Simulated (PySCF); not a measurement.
Removal energies of Co⁹⁺ from EOM-IP-GCCSD

Reference: closed-shell Co⁹⁺, [Ar]; one electron is removed. Calculated with PySCF 2.14, two-component X2C-1e with screened spin-orbit coupling, an even-tempered Gaussian basis (20 s from 0.16 bohr⁻², ratio 2.6; 14 p from 0.2 bohr⁻², ratio 2.6; 6 d from 0.21 bohr⁻², ratio 2.8; 3 f from 7.4 bohr⁻², ratio 2.8); frozen [Ne]; the 60 highest virtual spinors dropped; of the others 50 kept and the rest restored at second order. No Breit or QED terms. Binding energies in eV.

```json
{"level": "3s1/2", "Koopmans": "323.31", "second order": "316.25", "EOM-CCSD": "314.21"}
{"level": "3p1/2", "Koopmans": "277.46", "second order": "277.32", "EOM-CCSD": "277.41"}
{"level": "3p3/2", "Koopmans": "274.91", "second order": "274.82", "EOM-CCSD": "274.92"}
```

In EOM-CCSD the overlap with the one-orbital guess is low for 3s1/2 (weight 0.80). That can mean mixing with two-hole, one-particle states, where second order and EOM-CCSD lose accuracy, or only a rotation among the degenerate components of the shell; the terms of those configurations are not listed.

For comparison, the ionisation energy of Co⁹⁺ is 275.4 ± 0.4 eV (semi-empirical (NIST evaluation); NIST Atomic Spectra Database, ionization energies).
